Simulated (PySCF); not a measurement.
A species of formula C6H9NO has this rotational fingerprint, computed with PBE0/pcSseg-1 in PySCF (dipole) on a GFN2-xTB geometry, gas phase:

```
Rotational constants : A = 3902, B = 1520, C = 1291 MHz
Dipole components    : |μa| = 3.22 D, |μb| = 2.66 D, |μc| = 0.62 D
Inertial defect      : -70.65 u·Å²
κ                    : -0.82
```

Task: Which candidate fits, each taken in the one conformer that was computed?
A. `[CH2:1]=[CH:2]/[CH:3]=[CH:4]\[CH2:5][NH:6][CH:7]=[O:8]` with C1–C2–C3–C4 -177°, C3–C4–C5–N6 115°, C4–C5–N6–C7 114°, C5–N6–C7–O8 3°
B. `[CH3:1][CH2:2][CH2:3][c:4]1[cH:5][cH:6][n:7][o:8]1` with C1–C2–C3–C4 -63°, C2–C3–C4–C5 -70°
C. `[CH3:1][CH:2]([CH3:3])[c:4]1[cH:5][o:6][cH:7][n:8]1` with C1–C2–C4–C5 119°
D. `[CH3:1][C@@H:2]1[CH2:3][CH2:4][C@@H:5]([C:6]#[N:7])[O:8]1` with C1–C2–C3–C4 -152°, C2–C3–C4–C5 15°, C3–C4–C5–C6 -113°, C4–C5–O8–C2 -29°
E. `[CH3:1][CH2:2][C@:3]([CH3:4])([C:5]#[N:6])[CH:7]=[O:8]` with C1–C2–C3–C4 -62°, C2–C3–C7–O8 -129°

Result: D. It is C[C@@H]1CC[C@@H](C#N)O1, an asymmetric top, point group C1. The candidates at the same level (rigid rotor, commonest isotopes):

```
                 SMILES  A (MHz)  B (MHz)  C (MHz)  μa (D)  μb (D)  μc (D)  Δ (u·Å²)  point group                        rotor
           CC(C)c1cocn1     4497     1398     1381    0.18    1.23    0.04   -107.72           Cs  near-prolate asymmetric top
C[C@@H]1CC[C@@H](C#N)O1     3902     1520     1291    3.22    2.66    0.62    -70.65           C1               asymmetric top
      CC[C@](C)(C#N)C=O     2406     1818     1386    3.32    1.90    0.19   -123.51           C1               asymmetric top
          C=C/C=C\CNC=O     8426    741.0    720.8    2.92    1.75    1.84    -40.95           C1  near-prolate asymmetric top
             CCCc1ccno1     4480     1373     1297    2.01    2.56    0.70    -91.27           C1  near-prolate asymmetric top
```

`CC(C)c1cocn1` has A 15 % too high; `CC[C@](C)(C#N)C=O` has A 38 % too low; `C=C/C=C\CNC=O` has A 116 % too high; `CCCc1ccno1` has A 15 % too high. No structure here is proved a minimum.
